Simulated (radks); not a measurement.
Results of a calculation; reference values are marked as such.
Q: The mean radii <r> (bohr) of the occupied orbitals of an atom or ion are listed with their occupations. Code: a radial shooting solver on a logarithmic mesh with Libxc functionals. Model: non-relativistic Kohn-Sham, exchange-only B88, spin-polarised, spherical densities, point nucleus.

| orbital | occ. | <r> |
|---|---|---|
| 1s up | 1 | 0.2001 |
| 1s down | 1 | 0.1991 |
| 2s up | 1 | 1.074 |
| 2s down | 1 | 1.124 |
| 2p up | 3 | 1.085 |

Name the element and its charge. Open shells, if any, are filled with parallel spins first.

A: Z = 8, oxygen, charge +1: O+ in [He] 2s2 2p3. The 1s radius gives Z: for a bare nucleus <r> = 1.5/Z, 0.1875 bohr for Z = 8, and screening makes it slightly larger (0.2001 here). The occupations add up to 7, and the charge is Z minus that.
